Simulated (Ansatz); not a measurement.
`C[SiH2][BH][GeH3]`, relaxed with RKS PBE0-D4/def2-TZVP in Ansatz from a PBE-D4/def2-SVP geometry. The force threshold is 0.005 eV/Å; the program also tests the step.

Charge 0, multiplicity 1.

Start:

```xyz
13

C    -0.486    1.878   -0.428
Si   -0.568    0.770    1.108
B     0.329   -1.019    0.941
Ge    0.767   -1.890   -0.875
H     0.558    2.204   -0.622
H    -1.109    2.786   -0.301
H    -0.844    1.330   -1.324
H    -2.011    0.363    1.359
H    -0.131    1.540    2.332
H     0.620   -1.648    1.944
H     2.267   -1.555   -1.157
H    -0.038   -1.319   -2.076
H     0.647   -3.439   -0.903
```

(1) By how much does the energy fall, and how many steps does the optimiser take? (Estimate.)

(2) Which bonds change most? (Estimate.)

(3) Give the relaxed structure. (An estimate is asked.)

Results:

(1) Ansatz gave: 3.72 kJ/mol, in 14 steps.

(2) Ansatz gave: B3–H10 from 1.219 to 1.197 Å; Si2–H8 from 1.521 to 1.499 Å; C1–Si2 from 1.896 to 1.875 Å; Si2–H9 from 1.511 to 1.492 Å.

(3) Computed: 
```xyz
13

C    -0.464    1.857   -0.420
Si   -0.586    0.766    1.101
B     0.293   -1.027    0.935
Ge    0.774   -1.880   -0.874
H     0.575    2.128   -0.621
H    -1.033    2.780   -0.288
H    -0.853    1.339   -1.300
H    -2.021    0.411    1.354
H    -0.109    1.511    2.302
H     0.544   -1.650    1.925
H     2.217   -1.424   -1.192
H    -0.107   -1.392   -2.039
H     0.769   -3.420   -0.883
```
